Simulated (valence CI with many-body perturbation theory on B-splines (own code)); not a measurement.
## Level structure of Au VII

Method: configuration interaction combined with many-body perturbation theory (CI+MBPT): five valence electrons over a frozen Dirac-Fock core [Xe] 4f14, radial functions for each j: 7 s, 7 p, 8 d, 6 f, 4 g, 1 h, with the one-electron correlation potential Σ1 (screened to all orders), the two-electron term Σ2, the three-electron term Σ3, Breit, model QED; selected single and double excitations, second order for the rest, scaled by the run's own slope (own B-spline code, finite nucleus).

No measured spectrum was set against this ion. As an estimate, terms of the open shell hold to 2 to 4 % of their energy, and close levels can change places; different configurations can be misplaced against each other by 1,000 to 8,000 cm⁻¹. Among the levels kept, up to 2100 cm⁻¹ of a level comes from second order outside the variational space, and about a tenth of that is noise between levels of different J, which matters for small intervals. The list stops below the first excitations out of the core.

Levels 136 to 180 of 216, with energies above the lowest level, (5d3/2^3 5d5/2^2) J=5/2 [a]. "Leading %" is the weight of the configuration and term that name the level; weights of strongly mixed levels are sums over their largest components and can fall short. In the jj column 3d3/2^4 stands for four electrons in 3d with j = 3/2. Lifetimes count E1, E2, E3, M1 and M2 decay at the calculated energies, and are blank where another channel may lead or the interval is too uncertain; long ones can be off by a factor of two.

```csv
No.,Configuration,Term,J,E (eV),Leading %,Lifetime,Leading jj
136,5d4 6p,4P°,3/2,35.665,28,65.4 ps,5d3/2^2 5d5/2^2 6p1/2 (39 %)
137,5d4 6p,4P°,5/2,35.683,24,91.5 ps,5d3/2^3 5d5/2 6p3/2 (44 %)
138,5d4 6p,6D°,7/2,35.736,33,164 ps,5d3/2 5d5/2^3 6p1/2 (44 %)
139,5d4 6p,4P°,5/2,35.912,27,65.2 ps,5d3/2^2 5d5/2^2 6p1/2 (46 %)
140,5d4 6p,4D°,1/2,35.979,60,92.1 ps,5d3/2^3 5d5/2 6p3/2 (44 %)
141,5d4 6p,4F°,9/2,36.048,21,153 ps,5d3/2 5d5/2^3 6p1/2 (52 %)
142,5d4 6p,4G°,5/2,36.234,26,199 ps,5d3/2^2 5d5/2^2 6p1/2 (46 %)
143,5d4 6p,4F°,7/2,36.263,43,55.4 ps,5d3/2^2 5d5/2^2 6p3/2 (34 %)
144,5d4 6p,4F°,5/2,36.415,25,87.2 ps,5d3/2 5d5/2^3 6p1/2 (66 %)
145,5d4 6p,4D°,7/2,36.438,27,59.3 ps,5d3/2^3 5d5/2 6p3/2 (77 %)
146,5d4 6p,4F°,9/2,36.443,27,51.4 ps,5d3/2^3 5d5/2 6p3/2 (70 %)
147,5d4 6p,4D°,3/2,36.452,37,90.8 ps,5d3/2^2 5d5/2^2 6p3/2 (42 %)
148,5d4 6p,4G°,7/2,36.565,34,112 ps,5d3/2 5d5/2^3 6p1/2 (65 %)
149,5d4 6p,4F°,3/2,36.791,43,131 ps,5d3/2 5d5/2^3 6p1/2 (53 %)
150,5d4 6p,2H°,11/2,36.836,29,147 ps,5d3/2 5d5/2^3 6p1/2 (79 %)
151,5d4 6p,4F°,9/2,36.929,44,94.5 ps,5d3/2 5d5/2^3 6p1/2 (69 %)
152,5d4 6p,4D°,5/2,36.960,36,65.5 ps,5d3/2^3 5d5/2 6p3/2 (43 %)
153,5d4 6p,2D°,3/2,37.043,36,59.2 ps,5d3/2^2 5d5/2^2 6p1/2 (52 %)
154,5d4 6p,4D°,1/2,37.134,55,112 ps,5d3/2 5d5/2^3 6p1/2 (73 %)
155,5d4 6p,2K°,13/2,37.138,46,223 ps,5d3/2 5d5/2^3 6p1/2 (80 %)
156,5d4 6p,4F°,9/2,37.181,33,68.7 ps,5d3/2^2 5d5/2^2 6p3/2 (46 %)
157,5d4 6p,2I°,11/2,37.198,40,158 ps,5d3/2^2 5d5/2^2 6p3/2 (34 %)
158,5d4 6p,4G°,5/2,37.342,24,59.4 ps,5d3/2^2 5d5/2^2 6p3/2 (46 %)
159,5d4 6p,4F°,3/2,37.424,20,55.6 ps,5d3/2^2 5d5/2^2 6p3/2 (53 %)
160,5d4 6p,4H°,11/2,37.444,29,105 ps,5d3/2 5d5/2^3 6p1/2 (56 %)
161,5d4 6p,4D°,7/2,37.498,28,99.4 ps,5d3/2^2 5d5/2^2 6p3/2 (45 %)
162,5d4 6p,4D°,7/2,37.637,22,64.9 ps,5d3/2^2 5d5/2^2 6p3/2 (43 %)
163,5d4 6p,4D°,5/2,37.656,27,94.3 ps,5d3/2^2 5d5/2^2 6p3/2 (29 %)
164,5d4 6p,4H°,9/2,37.711,25,98.4 ps,5d3/2^2 5d5/2^2 6p3/2 (48 %)
165,5d4 6p,4G°,5/2,37.825,27,105 ps,5d3/2^2 5d5/2^2 6p3/2 (28 %)
166,5d4 6p,4P°,3/2,37.833,37,61.9 ps,5d3/2 5d5/2^3 6p1/2 (35 %)
167,5d4 6p,2G°,7/2,37.909,46,85.6 ps,5d3/2^2 5d5/2^2 6p3/2 (46 %)
168,5d4 6p,4F°,3/2,37.949,42,68.5 ps,5d3/2^2 5d5/2^2 6p3/2 (53 %)
169,5d4 6p,2P°,1/2,38.000,41,124 ps,5d3/2 5d5/2^3 6p1/2 (41 %)
170,5d4 6p,4H°,11/2,38.100,29,67.3 ps,5d3/2^2 5d5/2^2 6p3/2 (75 %)
171,5d4 6p,2H°,9/2,38.129,43,60.7 ps,5d3/2^2 5d5/2^2 6p3/2 (30 %)
172,5d4 6p,4I°,13/2,38.141,39,180 ps,5d3/2^2 5d5/2^2 6p3/2 (92 %)
173,5d4 6p,2F°,7/2,38.152,21,108 ps,5d3/2^2 5d5/2^2 6p3/2 (45 %)
174,5d4 6p,4D°,5/2,38.160,31,79.0 ps,5d3/2^2 5d5/2^2 6p3/2 (46 %)
175,5d4 6p,4F°,3/2,38.185,35,72.5 ps,5d3/2^2 5d5/2^2 6p3/2 (54 %)
176,5d4 6p,2G°,7/2,38.280,32,113 ps,5d3/2 5d5/2^3 6p1/2 (53 %)
177,5d4 6p,4D°,1/2,38.285,74,60.1 ps,5d3/2^2 5d5/2^2 6p3/2 (68 %)
178,5d4 6p,4I°,15/2,38.395,69,279 ps,5d3/2^2 5d5/2^2 6p3/2 (89 %)
179,5d4 6p,2F°,5/2,38.439,22,60.4 ps,5d3/2^2 5d5/2^2 6p3/2 (40 %)
180,5d4 6p,2F°,5/2,38.471,39,77.3 ps,5d3/2 5d5/2^3 6p1/2 (53 %)
```

Where two levels of one J and parity lie close, their mixing, g and order are uncertain.
